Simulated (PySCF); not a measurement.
## Two-dimensional NMR puzzle

Compound of formula C$_{4}$H$_{10}$O$_{2}$Si. Correlations simulated from computed shifts and the bond graph:

HSQC (one-bond C–H):
```
  δH    δC
4.22  53.4
2.52  45.2
1.02   7.2
```

COSY cross peaks (H two or three bonds apart, from the bond graph; peaks can be absent where the dihedral angle is near 90°):
```
  δH    δH
2.52  1.02
```

HMBC (two and three bonds, from the bond graph):
```
  δH                 δC
4.95  253.4, 53.4, 45.2
2.52         253.4, 7.2
1.02        253.4, 45.2
```

Carbons without hydrogens: δ 253.4.

[PySCF: PBE0/pcSseg-1 with gauge-including orbitals; coordinates at the GFN2-xTB level; no solvent model; a single conformation; averaged over atoms made equivalent by symmetry, fast rotation or ring inversion; non-relativistic]

Shifts are taken against calculated references (same method and geometry level): TMS for ¹H (31.72 ppm) and ¹³C (186.93 ppm).

Exchangeable hydrogens are left out of these lists.

Work out the connectivity.

Answers

SMILES CCC(=O)[SiH2]OC.

Atom-mapped SMILES (the numbers label the heavy atoms): `[CH3:1][CH2:2][C:3](=[O:4])[SiH2:5][O:6][CH3:7]` (H(Xn): hydrogen on atom n).

δC 253.4 is C3, a carbonyl carbon. δC 53.4 is C7, a methyl carbon bonded to O (δH 4.22). δC 45.2 is C2, an sp3 CH2 α to a carbonyl (δH 2.52). δC 7.2 is C1, a methyl carbon (δH 1.02). HMBC from δH 4.95 reaches the proton-free carbon C3. HMBC from δH 2.52 reaches the proton-free carbon C3. HMBC from δH 1.02 reaches the proton-free carbon C3. COSY links 2.52–1.02.

The data come from this structure; uniqueness wasn't tested.

Shifts are as computed. Against solution values, carbons near 30 ppm lie about +3 ppm off and those near 130 ppm about +5 ppm. Of 1211 compounds with measured shifts, 218 miss one by over three times the rms of a fit or turn the order of signals round; such compounds aren't used in these exercises.
